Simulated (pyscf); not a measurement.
## Four-centre exchange: F–Ge:–F (SMILES [F][Ge][F]) [singlet] + GeH₄ (SMILES [GeH4]) -> F–GeH₃ (SMILES [F][GeH3]) + F–GeH: (SMILES [F][GeH]) [singlet]

Gas phase, singlet surface, charge 0. Bonds broken: F1–Ge2, Ge4–H5. Bonds formed: F1–Ge4, Ge2–H5. Structures and frequencies: ωB97X-D3(BJ)/def2-SVP in PySCF.

Transition state (Å):

```xyz
8

F     -0.8875     1.1790    -0.0094
Ge     0.7071     0.9404    -1.1260
F      1.6464     0.7799     0.3855
Ge    -0.7658    -0.6631     0.7967
H      0.0960    -0.6478    -0.8863
H      0.3374    -1.6968     1.0891
H     -2.0248    -1.2713     0.1751
H     -1.0421     0.0697     2.1180
```

One imaginary mode, 355i cm⁻¹; descent along it reached the two sides named, in the forms told below.

```
bond    change  reactant side (Å)  saddle  product side
------  ------  -----------------  ------  ------------
F1–Ge2  breaks              1.765   1.961         2.147
Ge4–H5  breaks              1.554   1.891           3.4
F1–Ge4   forms                3.0   2.014         1.823
Ge2–H5   forms              2.356   1.719         1.604
```

Electronic energies relative to the separated reactants (kJ/mol):

```tsv
level	barrier	reaction energy	reverse barrier
ωB97X-D3(BJ)/def2-TZVP	83.7	+99.8	-16.0
PBE/def2-TZVP	89.8	+106.8	-17.0
r²SCAN/def2-TZVP	83.7	+106.2	-22.5
B3LYP-D3(BJ)/def2-TZVP	95.9	+100.9	-5.0
PBE0-D3(BJ)/def2-TZVP	86.1	+101.4	-15.3
M06-2X/def2-TZVP	80.5	+89.4	-8.9
ωB97M-D3(BJ)/def2-TZVP	98.6	+101.5	-2.9
HF/def2-TZVP	140.2	+81.8	58.4
```

With ωB97M-D3(BJ)/def2-TZVP energies and thermal terms (ideal gas, 1 atm, RRHO with modes under 100 cm⁻¹ raised to 100, one conformer, R ln 2 for chiral ones without a mode under 150 cm⁻¹), in kJ/mol:

```json
[
 {"T (K)": "298", "ΔH‡": "100.9", "ΔG‡": "145.0", "ΔH": "+100.1", "ΔG": "+95.4"},
 {"T (K)": "600", "ΔH‡": "102.3", "ΔG‡": "189.3", "ΔH": "+100.1", "ΔG": "+90.6"},
 {"T (K)": "900", "ΔH‡": "104.7", "ΔG‡": "232.4", "ΔH": "+100.3", "ΔG": "+85.9"},
 {"T (K)": "1200", "ΔH‡": "107.3", "ΔG‡": "274.6", "ΔH": "+100.5", "ΔG": "+81.0"}
]
```

On the reactant side the descent ends in a complex, 18.3 kJ/mol under the separated species and 102.1 kJ/mol under the saddle at ωB97X-D3(BJ)/def2-TZVP. On the product side the descent ends in an adduct with a F–Ge contact, 59.4 kJ/mol under the separated species and 43.4 kJ/mol under the saddle at ωB97X-D3(BJ)/def2-TZVP. At ωB97X-D3(BJ), PBE, r²SCAN, B3LYP-D3(BJ), PBE0-D3(BJ), M06-2X, ωB97M-D3(BJ) the saddle lies under the separated products, which points to a path from their complex (located at ωB97X-D3(BJ) alone), and parting the products costs more than the saddle. What is counted as broken (F–Ge) persists as a longer contact in the product adduct; parting that adduct is a step of its own. One saddle was located; it need not be the lowest between these sides. Elements up to Kr have no core potential and no relativistic terms here.
